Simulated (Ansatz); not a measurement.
Cu₃S⁺. The state is a quintet with charge 1. Geometry PBE0-D4/def2-SVP; atoms count from 1.

Cartesian coordinates in Å:
```
Cu -0.8410 0.9085 1.0649
Cu 0.8069 -0.7307 1.2407
Cu -0.8019 0.7077 -1.2572
S 0.8361 -0.8855 -1.0484
```

At PBE0-D4/def2-TZVP a singlet of charge 1 lies 4.90 eV below the quintet, each at its own geometry. The structure comes from a short search, and lower isomers may exist.

(1) Estimate the Mulliken populations from the PBE0/def2-TZVP orbitals of Ansatz.

(2) Where does the spin sit?

(3) And the Mayer bond orders between bonded heavy atoms (over 0.3)?

Answers

(1) 
| atom | charge (e) | spin (α − β) | d electrons |
| --- | --- | --- | --- |
| Cu1 | 0.34 | 0.85 | 9.65 |
| Cu2 | 0.26 | 0.82 | 9.62 |
| Cu3 | 0.26 | 0.82 | 9.62 |
| S4 | 0.14 | 1.51 | – |
Mulliken values and Mayer orders depend strongly on the basis.

(2) Summed by element: Cu 2.49, S 1.51, of 4 unpaired in all. Largest on single atoms: S4 1.51, Cu1 0.85, Cu2 0.82.

(3) Cu1–Cu2 0.73 (2.33 Å); Cu1–Cu3 0.73 (2.33 Å); Cu2–S4 0.73 (2.29 Å); Cu3–S4 0.73 (2.29 Å).
